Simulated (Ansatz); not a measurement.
Molecule: GeO (charge -1, doublet). 
Structure (B3LYP-D3(BJ)/def2-TZVP (Ansatz, a first-principles code) minimum search):
```
Ge
O 1 1.7043
```
Charge -1, spin multiplicity 2.

Basis-set convergence of Hartree-Fock and MP2 correlation energies (hartree) with Ansatz. Correlated levels leave the core frozen unless marked. Open shells are spin-unrestricted. No spin-orbit coupling. Frozen are the shells of the preceding noble gas and the d and f shells that filled before the atom's block. Non-relativistic.

```csv
basis,functions,E(HF),"E(corr, MP2)"
aug-cc-pVDZ,59,-2150.19566,-0.30167
aug-cc-pVTZ,105,-2150.28599,-0.35895
aug-cc-pVQZ,173,-2150.29397,-0.38038
```

Extrapolating the two largest sets (X = 3 and 4) as X^-3: E(corr) = (64·(-0.38038) - 27·(-0.35895))/37 = -0.3960 Eh, an estimate of the basis-set limit. The largest set recovers 96.1 % of it, the smallest 76.2 %.
